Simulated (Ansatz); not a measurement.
`C[SiH]1[CH2][Al]1[SH]` + `[CH3][SnH]([F])[SH]` → `C[S][SnH]([CH3])[F]` + `[SH][Al]1[CH2][SiH2]1`  (substitution at a C–Si bond)

Isolated molecules relaxed with PBE0-D4/def2-TZVP in Ansatz; ΔE leaves out vibrations. CCSD(T)/CBS adds triple-zeta CCSD(T) − MP2 to the extrapolated MP2 energy (def2 sets, frozen cores). def2 core potentials past Kr. For Sn outer-core shells are correlated without core-valence functions, which leaves a few kJ/mol of doubt a bond. Each species was taken in one conformer, which may not be the lowest.

```json
{"species": "`C[SiH]1[CH2][Al]1[SH]`", "HF/def2-QZVPP energy (Eh)": "-1008.28842"}
{"species": "`[CH3][SnH]([F])[SH]`", "HF/def2-QZVPP energy (Eh)": "-751.25481"}
{"species": "`C[S][SnH]([CH3])[F]`", "HF/def2-QZVPP energy (Eh)": "-790.29737"}
{"species": "`[SH][Al]1[CH2][SiH2]1`", "HF/def2-QZVPP energy (Eh)": "-969.22456"}
```

Problem. Work out ΔE.

Solution. ΔE = (-790.29737) + (-969.22456) − (-1008.28842) − (-751.25481) = 0.02130 Eh = +13.4 kcal/mol. CCSD(T)/CBS gives +13.4 kcal/mol.

Largest T1 diagnostic among the species: 0.013.

Leaving LDA and LC-ωPBE aside and taking each functional with its dispersion term where it has one, the values, not all of them listed here, spread over 2.0 kcal/mol, from revPBE-D4 to B97M-V.
